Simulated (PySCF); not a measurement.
**Mayer bond orders and bond lengths**

C6H13FSi2.
SMILES with atom numbers: `[CH:1]#[C:2][SiH2:3][C@@H:4]([CH2:5][F:6])[CH2:7][SiH2:8][CH3:9]` (hydrogens: H10 on C1; H11, H12 on Si3; H13 on C4; H14, H15 on C5; H16, H17 on C7; H18, H19 on Si8; H20, H21, H22 on C9)

Geometry (GFN2-xTB, Å), atoms numbered from 1 in this order:
```xyz
22
C6H13FSi2 angstrom
C     -2.940    1.887   -1.930
C     -2.769    0.916   -1.241
Si    -2.485   -0.580   -0.189
C     -0.761   -0.324    0.616
C     -0.452   -1.459    1.576
F     -0.477   -2.673    0.924
C      0.328   -0.190   -0.453
Si     2.046    0.330    0.191
C      3.085    0.915   -1.283
H     -3.092    2.737   -2.532
H     -2.488   -1.774   -1.035
H     -3.517   -0.634    0.854
H     -0.776    0.589    1.219
H      0.548   -1.366    2.013
H     -1.198   -1.525    2.375
H      0.407   -1.139   -0.988
H     -0.004    0.547   -1.189
H      1.878    1.426    1.158
H      2.748   -0.777    0.857
H      4.042    1.304   -0.953
H      3.283    0.103   -1.976
H      2.583    1.705   -1.835
```

Bond orders from the PBE0/pcSseg-1 density (PySCF). Isolated species at its GFN2-xTB geometry (one conformer only).

Where do the orders between heavy atoms depart from those drawn in the SMILES?

The largest departure is 0.450, at C1–C2 (drawn triple, 2.550). Drawn single, order below 0.88: Si3–C4 (0.863) and C5–F6 (0.869). Drawn double or triple, more than 0.30 short of the drawn order: C1–C2 (2.550).

Give the Mayer order of every bond, beside its length.

```csv
bond,drawn as,length (Å),Mayer order
C1–C2,triple,1.202,2.550
C2–Si3,single,1.851,0.913
Si3–C4,single,1.919,0.863
C4–C5,single,1.518,1.023
C5–F6,single,1.378,0.869
C4–C7,single,1.532,1.002
C7–Si8,single,1.907,0.896
Si8–C9,single,1.896,0.964
C1–H10,single,1.053,1.089
Si3–H11,single,1.463,0.951
Si3–H12,single,1.469,0.937
C4–H13,single,1.095,0.923
C5–H14,single,1.095,0.945
C5–H15,single,1.095,0.954
C7–H16,single,1.092,0.932
C7–H17,single,1.093,0.937
Si8–H18,single,1.472,0.945
Si8–H19,single,1.470,0.944
C9–H20,single,1.085,0.961
C9–H21,single,1.086,0.958
C9–H22,single,1.086,0.958
```

Bonds between the same two heavy elements. C–C: lowest C4–C7 (1.002, 1.532 Å), highest C1–C2 (2.550, 1.202 Å). C–Si: lowest Si3–C4 (0.863, 1.919 Å), highest Si8–C9 (0.964, 1.896 Å); in 1 of the 6 pairs the longer bond (by over 0.003 Å) has the higher order (by 0.02 or more).

Sum the orders of all bonds at each heavy atom with more than one neighbour and set the sums beside the valence in the SMILES.

C1 3.639 (drawn 4), C2 3.463 (drawn 4), Si3 3.664 (drawn 4), C4 3.811 (drawn 4), C5 3.791 (drawn 4), C7 3.767 (drawn 4), Si8 3.749 (drawn 4), C9 3.841 (drawn 4). Orders between atoms that aren't bonded are not in these sums.

For a closed shell the Mayer order of atoms A and B is Σ (PS)μν (PS)νμ over the basis functions μ on A and ν on B, with P the density and S the overlap matrix.

The run behind these numbers computed NMR shieldings as well. The run took 96 s wall on Arm Neoverse N1, one thread, shared host with 64 logical CPUs at a one-minute load of 60, and the process peaked at 1.1 GiB of memory.
